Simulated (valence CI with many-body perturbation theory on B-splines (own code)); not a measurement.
# Energy levels of Cs⁵⁺

Calculated by relativistic CI+MBPT: four valence electrons over a frozen Dirac-Fock core [Kr] 4d10, a basis of 11 s, 11 p, 10 d, 8 f, 5 g, 2 h functions for each j, with the one-electron correlation potential Σ1, the two-electron term Σ2, the three-electron term Σ3, Breit, model QED; selected CI, second order for the rest, scaled by the run's own slope (own B-spline code, finite nucleus).

Set against measurement, 29 paired levels are off by 360 cm⁻¹ on average, the worst by 760. These come from a selection out of Sansonetti, J. Phys. Chem. Ref. Data 38, 761 (2009). Levels without a partner in it may be off by more, other configurations by several thousand cm⁻¹. Among the levels kept, up to 480 cm⁻¹ of a level comes from second order outside the variational space, and about a tenth of that is noise between levels of different J, which matters for small intervals.

Levels 46 to 90 of 173, with energies above the lowest level, 5s²5p² ³P_0. "Leading %" is the weight of the configuration and term that name the level; weights of strongly mixed levels are sums over their largest components and can fall short.

```tsv
No.	Configuration	Term	J	E (cm⁻¹)	Leading %	Second component	g
46	4f5s5p²	⁵G°	3	271570	72	12 % 4f5s5p² ⁵F°	1.010
47	4f5s5p²	⁵G°	4	273500	40	33 % 4f5s5p² ⁵D°	1.308
48	5s5p²5d	⁵F	1	276030	73	7 % 5p⁴ ³P	0.325
49	5p⁴	³P	0	277120	50	25 % 5s5p²5d ³P	
50	5s5p²5d	⁵F	2	278480	78	12 % 5s5p²5d ⁵D	1.079
51	5p⁴	³P	1	278800	50	28 % 5s5p²5d ³P	1.263
52	4f5s5p²	⁵G°	4	279230	49	46 % 4f5s5p² ⁵D°	1.314
53	4f5s5p²	⁵D°	3	280470	51	20 % 4f5s5p² ⁵G°	1.318
54	4f5s5p²	⁵G°	5	280490	85	11 % 4f5s5p² ⁵F°	1.277
55	5s5p²5d	⁵F	3	282090	71	20 % 5s5p²5d ⁵D	1.313
56	4f5s5p²	³G°	3	282460	43	34 % 4f5s5p² ³D°	1.049
57	4f5s5p²	⁵D°	2	282670	49	34 % 4f5s5p² ⁵F°	1.223
58	5s²5p6p	³D	1	282820	63	29 % 5s²5p6p ¹P	0.692
59	5p⁴	¹D	2	283720	51	20 % 5s5p²5d ¹D	1.097
60	4f5s5p²	⁵F°	1	284620	58	32 % 4f5s5p² ⁵D°	0.543
61	4f5s5p²	⁵G°	6	285760	91	7 % 4f5s5p² ³H°	1.321
62	4f5s5p²	³G°	3	286030	46	18 % 4f5s5p² ³D°	1.082
63	5s5p²5d	⁵F	4	288250	80	16 % 5s5p²5d ⁵D	1.370
64	4f5s5p²	³G°	4	288360	61	19 % 4f5s5p² ⁵F°	1.154
65	4f5s5p²	⁵D°	0	288790	94		
66	4f5s5p²	³D°	2	289170	44	35 % 4f5s5p² ⁵D°	1.245
67	5s²5p6p	³P	0	289290	78	14 % 5s²5p6p ¹S	
68	4f5s5p²	⁵F°	5	289310	55	28 % 4f5s5p² ³G°	1.313
69	4f5s5p²	⁵D°	1	289510	61	25 % 4f5s5p² ⁵F°	1.023
70	5s5p²5d	⁵D	0	290220	90		
71	5s5p²5d	⁵D	1	290860	76	5 % 5s²5p6p ³P	1.432
72	5s5p²5d	⁵D	2	291110	59	12 % 5s5p²5d ⁵F	1.339
73	5s²5p6p	³P	1	291330	38	16 % 5s²5p6p ³S	1.359
74	4f5s5p²	⁵F°	3	291720	63	14 % 4f5s5p² ⁵D°	1.245
75	5s²5p6p	³D	2	291810	59	14 % 5s²5p6p ¹D	1.209
76	5s5p²5d	⁵D	3	291840	46	22 % 5s5p²5d ⁵F	1.387
77	4f5s5p²	⁵F°	2	292440	42	36 % 4f5s5p² ³D°	1.071
78	4f5s5p²	⁵F°	4	293260	50	29 % 4f5s5p² ³G°	1.236
79	5s5p²5d	⁵F	5	294860	91	6 % 5s5p²5d ³G	1.387
80	5s5p²5d	⁵D	4	295530	58	26 % 5s5p²5d ³F	1.405
81	4f5s5p²	³D°	1	296810	80	14 % 4f5s5p² ⁵F°	0.450
82	5s5p²5d	³F	2	297250	80	6 % 5s5p²5d ⁵D	0.767
83	4f5s5p²	³G°	5	299600	65	22 % 4f5s5p² ⁵F°	1.231
84	5s5p²5d	³F	3	302250	62	25 % 5s5p²5d ⁵P	1.245
85	5s²5p6p	³P	1	303320	45	32 % 5s²5p6p ¹P	1.169
86	4f5s5p²	³F°	4	303460	55	18 % 4f5s5p² ³G°	1.157
87	4f5s5p²	³G°	3	304060	47	35 % 4f5s5p² ³F°	0.930
88	5s²5p6p	³P	2	305380	47	27 % 5s²5p6p ³D	1.298
89	5s5p²5d	⁵P	3	306050	53	25 % 5s5p²5d ⁵D	1.524
90	4f5s5p²	³F°	2	306380	83	6 % 4f5s²5d ³F°	0.694
```

Names give the largest LS component (configuration and term), which can be under half, so a name can repeat, a term be missing and a line seem to break the LS rules; names also repeat where a configuration has a term twice.

Where two levels of one J and parity lie close, their mixing, g and order are uncertain.
